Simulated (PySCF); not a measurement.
Species: C7H12N (doublet state).
Cartesian coordinates in Å at the GFN2-xTB level; atoms count from 1:
```xyz
20
C7H12N angstrom
C      4.309   -0.785   -0.648
C      2.952   -0.656   -0.169
C      1.816   -0.561    0.259
C      0.531   -0.453    0.709
N     -0.336    0.526    0.254
C     -1.764    0.304    0.293
C     -2.479    1.649    0.198
C     -2.228   -0.643   -0.822
H      4.445   -1.730   -1.182
H      5.013   -0.758    0.187
H      4.544    0.034   -1.328
H      0.173   -1.075    1.513
H     -0.012    0.998   -0.580
H     -1.987   -0.156    1.263
H     -2.125    2.317    0.980
H     -3.552    1.517    0.311
H     -2.287    2.113   -0.768
H     -2.033   -0.201   -1.798
H     -1.691   -1.588   -0.758
H     -3.294   -0.839   -0.737
```

The hyperfine couplings belong to this conformer and change with its torsions.

Identity: `CC#C[CH]NC(C)C` [radical].

The calculation used UKS B3LYP, pcH-1 on C H N, non-relativistic, mean-field spin-orbit, GIAO in PySCF. One conformer (not necessarily the lowest) at the GFN2-xTB geometry, without solvent, vibrations or thermal averaging. The geometry wasn't refined by DFT: couplings that depend on bond lengths, twists or pyramidal angles can differ widely from those at the functional's own minimum. The SCF solution wasn't tested for stability.

Q: The isotropic 13C couplings, averaged over equivalent nuclei, are -55.9, +47.2, +37.5, -17.0, +8.1, +4.2 MHz. Assign them to C1; C2; C3; C4; C6; C7/C8.

A: 
| site | a_iso (MHz) | ρ(0) (bohr⁻³) | position | distance from C4 (Å) | spin population | largest \|T\| (MHz) |
| --- | --- | --- | --- | --- | --- | --- |
| C1 | -17.0 | -0.0151 | 1 bond from C2 | 4.03 | -0.04 | 0.8 |
| C2 | +37.5 | +0.0334 | a main spin site | 2.58 | +0.42 | 65.2 |
| C3 | -55.9 | -0.0497 | 1 bond from C2 | 1.37 | -0.20 | 18.0 |
| C4 | +47.2 | +0.0420 | largest spin population | 0.00 | +0.62 | 104.3 |
| C6 | +8.1 | +0.0072 | 2 bonds from C4 | 2.45 | 0.00 | 3.6 |
| C7/C8 | +4.2 | +0.0038 | 3 bonds from C4 | 3.43 | +0.01 | 2.1 |

Q: Match the computed a_iso(1H) values -43.1, +36.1, -6.2, +3.8, -0.2 MHz (means over equivalent nuclei) with the sites H9/H10/H11; H12; H13; H14; H15 (×6).

A: 
| site | a_iso (MHz) | ρ(0) (bohr⁻³) | position | distance from C4 (Å) | bound to | spin population there | largest \|T\| (MHz) |
| --- | --- | --- | --- | --- | --- | --- | --- |
| H9/H10/H11 | +36.1 | +0.0081 | 2 bonds from C2 | 4.53 | C1 | -0.04 | 4.4 |
| H12 | -43.1 | -0.0096 | 1 bond from C4 | 1.08 | C4 | +0.62 | 25.0 |
| H13 | -6.2 | -0.0014 | 2 bonds from C4, on N5 of spin population +0.17 | 2.02 | N5 | +0.17 | 16.9 |
| H14 | +3.8 | +0.0009 | 3 bonds from C4 | 2.60 | C6 | 0.00 | 5.7 |
| H15 (×6) | -0.2 | 0.0000 | 4 bonds from C4 | 3.85 | C7/C8 | +0.01 | 3.0 |

ρ(0) is the spin density at the nucleus and T the dipolar tensor; entries for several nuclei are means. Largest spin populations (Mulliken): C4 (+0.62), C2 (+0.42), C3 (-0.20) and N5 (+0.17). Three atoms exceed +0.15. The positive populations add up to 1.28 and the negative ones to -0.28, together 2S = 1. The angles at C4 add up to 359.7°, so it is planar; its axial dipolar tensor and the negative coupling of its proton fit spin in a p orbital normal to that plane. Main spin sites, with 60 % or more of the largest population: C2, C4; positions count bonds from the nearest.

Means are taken over nuclei equivalent by connectivity, which assumes that they swap fast. The three 1H nuclei of mean +36.1 MHz run from 7.0 to 59.9 MHz in the frozen geometry.
